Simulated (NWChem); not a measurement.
# ScF3; SMILES [F][Sc]([F])[F]

Results from NWChem. Coordinates come from a B3LYP/6-31G* (spherical d) optimisation.

**Question.** Taking Hartree-Fock/def2-TZVPP as the yardstick, which of these has the fewest basis functions while keeping “highest occupied level (eV)” within 0.1 eV of it: Hartree-Fock/def2-SVPD; Hartree-Fock/def2-SVP; Hartree-Fock/def2-TZVP?

**Answer.** Hartree-Fock/def2-TZVP.
| level | basis functions | highest occupied level (eV) | relative time (rough) |
|---|---|---|---|
| Hartree-Fock/def2-SVP | 73 | -16.37 | 1 |
| Hartree-Fock/def2-SVPD | 103 | -16.68 | 1 |
| Hartree-Fock/def2-TZVP | 138 | -16.51 | 3 |
| Hartree-Fock/def2-TZVPP | 157 | -16.53 | 5 |

The yardstick is one finite set, not the basis-set limit.
